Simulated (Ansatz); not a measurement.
Sn₂H₆Se⁺, that is (H3Sn)2Se with one electron fewer. Charge 1, multiplicity 2. Geometry PBE0-D4/def2-SVP, that of the neutral singlet; atoms count from 1.

Cartesian coordinates in Å:
```
Sn 0.360 -0.517 -1.782
H 1.394 -1.761 -1.213
H -0.238 -0.882 -3.341
H 1.196 0.981 -1.772
Se -1.691 -0.347 -0.284
Sn -0.444 0.498 1.768
H 0.296 2.003 1.410
H 0.754 -0.642 2.225
H -1.629 0.666 2.989
```

In the def2 sets Sn takes a core potential; there is no spin–orbit coupling.

Problem. Estimate the Mulliken populations from the PBE0/def2-TZVP orbitals of Ansatz.

Solution. 
| atom | charge (e) | spin (α − β) |
| --- | --- | --- |
| Sn1 | 0.32 | -0.05 |
| H2 | 0.06 | 0.04 |
| H3 | 0.05 | 0.00 |
| H4 | 0.05 | 0.03 |
| Se5 | 0.04 | 0.96 |
| Sn6 | 0.32 | -0.05 |
| H7 | 0.06 | 0.04 |
| H8 | 0.05 | 0.04 |
| H9 | 0.05 | 0.00 |
Mulliken values depend strongly on the basis.

Problem. Where does the spin sit?

Solution. Summed by element: Sn -0.10, H 0.14, Se 0.96, of 1 unpaired in all. Largest on single atoms: Se5 0.96, Sn6 -0.05, Sn1 -0.05.

Problem. And the Mayer bond orders between heavy atoms (over 0.3)?

Solution. Sn1–Se5 0.81 (2.55 Å); Se5–Sn6 0.81 (2.55 Å).
